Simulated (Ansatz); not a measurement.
Start from `O[Si](O)(F)C[SiH2]Cl` and change one atom or group to get `O[Si](O)(F)[SiH3]`.

Ansatz, PBE0-D4/def2-TZVP geometries, multiplicity 1. Each molecule was computed in one conformer, which needn't be the lowest.

```tsv
property	`O[Si](O)(F)C[SiH2]Cl`
HOMO–LUMO gap (B3LYP/def2-TZVPP) / eV	8.67
HOMO energy (PBE0/def2-TZVPP) / eV	-9.00
HOMO–LUMO gap (ωB97M-V/def2-TZVPP) / eV	13.11
HOMO energy (B3LYP/def2-TZVPP) / eV	-8.76
HOMO energy (ωB97M-V/def2-TZVPP) / eV	-11.22
size of the dipole moment (PBE/def2-TZVPP) / D	1.20
```

Question: What does the change do to each property? (An estimate is asked.)

Answer: The calculation gave: 
| property | `O[Si](O)(F)[SiH3]` | shift |
| --- | --- | --- |
| HOMO–LUMO gap (B3LYP/def2-TZVPP) / eV | 8.18 | -0.49 |
| HOMO energy (PBE0/def2-TZVPP) / eV | -8.45 | 0.55 |
| HOMO–LUMO gap (ωB97M-V/def2-TZVPP) / eV | 12.39 | -0.72 |
| HOMO energy (B3LYP/def2-TZVPP) / eV | -8.25 | 0.51 |
| HOMO energy (ωB97M-V/def2-TZVPP) / eV | -10.55 | 0.67 |
| size of the dipole moment (PBE/def2-TZVPP) / D | 1.40 | 0.20 |

Dipoles are sizes alone; their direction can turn.

B3LYP here is the variant with VWN-RPA as its local correlation; programs differ in this.
